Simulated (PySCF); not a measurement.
Al(H)2(Me)(OH2), CH7AlO, singlet at its B3LYP/def2-SVP optimised geometry (Å):

```
10

Al    -1.1456    -0.5838     0.0000
H     -1.2847     1.0167     0.0000
H     -1.2845    -1.3236     1.4193
C     -1.6493    -1.5726    -1.6300
H     -1.2837    -1.0887    -2.5528
H     -2.7495    -1.6328    -1.7208
H     -1.2769    -2.6123    -1.6287
O      0.9119    -0.5838     0.0000
H      1.2847     0.3109    -0.0308
H      1.2840    -1.0167     0.7839
```

Computed with B3LYP/def2-TZVP (PySCF). Cells within 0.4 Å of a nucleus heavier than hydrogen are left out (blank, or x).

Map of the electron localisation function on the plane z = 0.0 Å:

```
|0000000000000000000000000000000|
|0000000000000000000000000000000|
|0000000000000000000000000000000|
|0000001234432100000000000000000|
|0000025789988631000000000000000|
|0000379999999973000000000000000|
|0003799999999996100000000000000|
|0016999999999996100000000000000|
|0038999999999995000000000000000|
|0158999999999994000012321000000|
|0158999999999982000245653100000|
|0148999999999971001578775300000|
|0026999999999940014899986310000|
|0013799999999720136999986310000|
|0001468864223311357999985200000|
|0000123100110013677899864100000|
|0000000027x73016887x78753100000|
|000000006xxx701798xxx7753100000|
|000000006xxx701798xxx8753100000|
|0000110027x83016887x78753100000|
|0000111001210014777787653100000|
|0000112110000001456666542100000|
|0000011221111000123444321000000|
|0000001112111000001122110000000|
|0000000111110000000000000000000|
|0000000000000000000000000000000|
|0000000000000000000000000000000|
|0000000000000000000000000000000|
|0000000000000000000000000000000|
|0000000000000000000000000000000|
|0000000000000000000000000000000|
```
Scale: ten equal steps from 0.000 (start of '0') to 1.00 (end of '9'), in the order '0123456789'; x runs from -3.50 to 3.50, y from -3.50 (bottom) to 3.50 (top).
